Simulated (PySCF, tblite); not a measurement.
Compound: C4H9FO2Si2.
Z-matrix (Å and degrees, GFN2-xTB geometry), rows numbered from 1:
```
C 
O   1  1.4120
C   2  1.3935  1  113.84
C   3  1.5062  2  107.87  1  -177.07
C   4  1.3302  3  116.32  2  -115.34
Si  5  1.8684  4  125.35  3   178.19
F   6  1.6143  5  105.56  4   178.08
Si  5  1.8956  4  106.10  3    -0.83
O   3  1.3979  2  111.73  1    62.86
H   1  1.0966  2  110.70  3    62.86
H   1  1.0932  2  110.88  3   -58.45
H   1  1.0875  2  106.06  3  -177.94
H   3  1.1092  2  109.75  1   -55.35
H   4  1.0784  3  116.81  2    62.41
H   6  1.4575  5  113.29  4    64.08
H   6  1.4567  5  113.65  4   -67.79
H   8  1.4588  5  113.67  4   110.72
H   8  1.4564  5  115.32  4  -113.44
```

Level of theory: PBE0/pcSseg-1 in PySCF (dipole) on a GFN2-xTB geometry, gas phase.

Take the most abundant isotopes and a rigid rotor. The values belong to one conformer with, in the numbering `[CH3:1][O:2][C@@H:3]1[CH:4]=[C:5]([SiH2:6][F:7])[SiH2:8][O:9]1`, C1–O2–C3–C4 -177°, C4–C5–Si6–F7 178°.

Task: What are A, B and C (MHz)?

Result: Ia = 182.43, Ib = 830.90, Ic = 956.05 u·Å²; 505379 MHz·u·Å²/I gives A = 2770, B = 608.2, C = 528.6 MHz.

Task: Classify the top.

Result: A near-prolate asymmetric top. Ray's parameter κ = (2B − A − C)/(A − C) = -0.929; −1 is the prolate and +1 the oblate limit.

Task: Is it planar, by Δ = Ic − Ia − Ib?

Result: Not planar: Δ = Ic − Ia − Ib = -57.28 u·Å². For a rigid frame Δ = −2 Σ m c², so Σ m c² = 28.64 u·Å² lies off the ab plane: 10.96 from hydrogen and 17.68 from heavier atoms. The atom farthest from that plane is 1.53 Å away.

Task: Give the other two planar moments, Paa and Pbb, and the rms extents of the mass along the axes.

Result: Paa = Σ m a² = (Ib + Ic − Ia)/2 = 802.26 and Pbb = Σ m b² = (Ia + Ic − Ib)/2 = 153.79 u·Å². With the mass M = 164.01 u, the rms extents √(P/M) along a, b and c are 2.21, 0.97, 0.42 Å.

Task: List the rotational levels J(Ka,Kc) to J = 2 (MHz).

Result: Above 0(0,0):
J = 1: 1(0,1) 1137, 1(1,1) 3299, 1(1,0) 3378
J = 2: 2(0,2) 3408, 2(1,2) 5493, 2(1,1) 5732, 2(2,1) 12218, 2(2,0) 12220
Those of J = 1 are B + C, A + C and A + B.

Task: Which lines would a microwave search look for?

Result: The dipole components are |μa| = 1.42 D, |μb| = 1.24 D, |μc| = 0.83 D. Intensities carry the squares of the components, which stand as 1.00 : 0.76 : 0.35 (a : b : c). Some lines, for components of 0.1 D or more:

```
type  branch         J(Ka,Kc)    MHz  lower level (cm⁻¹)
   a       Q  3(1,2) ← 3(1,3)    478               0.293
   a       R  3(1,2) ← 2(1,1)   3529               0.191
   b       Q  5(2,3) ← 5(1,4)   6092               0.662
   b       R  3(2,2) ← 2(1,1)   9897               0.191
   b       Q  4(3,1) ← 4(2,2)  10984               0.674
   c       Q  3(3,1) ← 3(2,1)  11000               0.522
   c       R  4(2,3) ← 3(1,3)  11391               0.293
   c       R  5(2,4) ← 4(1,4)  12687               0.439
   b       Q  5(4,2) ← 5(3,3)  15407               1.230
   b       Q  4(4,1) ← 4(3,2)  15409               1.040
   c       R  4(4,0) ← 3(3,0)  19960               0.889
   b       R  5(4,2) ← 4(3,1)  21098               1.040
```

Task: Estimate the classical rotational partition function at 50 K, 298.15 K and 500 K.

Result: Point group C1, symmetry number σ = 1; q = (√π/σ)·√((kT/h)³/(ABC)), k/h = 20836.6 MHz/K: 63200 at 50 K, 920000 at 298.15 K, 2000000 at 500 K.

Its GFN2-xTB frequencies are all real (lowest 21 cm⁻¹). No vibrational averaging or centrifugal distortion is included, and the geometry carries the error of its method. A rigid rotor knows nothing of internal rotation, which can split or shift real lines.

The run took 74 s of wall time on an Arm Neoverse N1 with one thread, no GPU, shared host with 64 logical CPUs at a one-minute load of 60, and the process peaked at 0.94 GiB of memory. This is the PBE0/pcSseg-1 job that gave the dipole, with the shieldings it also computed.
